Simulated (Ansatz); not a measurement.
Problem. Name a neutral molecule of C, Ge and H with LUMO energy (PBE/def2-TZVPP) between -0.85 and -0.55 eV and HOMO energy (PBE0/def2-TZVPP) between -7.25 and -6.95 eV (Ansatz, PBE0-D4/def2-TZVP geometry).

Solution. `C=C=C[CH2][GeH3]` (-0.82 eV, -6.97 eV). Other molecules can fit too; these were computed, each in one conformer that needn't be the lowest.
